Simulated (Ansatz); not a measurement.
Species: CH4OSi, SMILES `C[SiH]=O` (charge 0, multiplicity 1).

Question: Give a relaxed geometry from B3LYP-D3(BJ)/def2-TZVP run with Ansatz (a program for electronic structure).

Answer: the end point of this relaxation (outside a Z-matrix the atoms follow the SMILES, hydrogens last).
Z-matrix (Å, degrees):
```
C
H 1 1.0889
H 1 1.0938 2 109.36
H 1 1.0939 2 109.29 3 -116.77
Si 1 1.8538 2 111.29 4 -121.56
O 5 1.5209 1 126.37 2 0.77
H 5 1.4845 6 122.30 1 -179.97
```
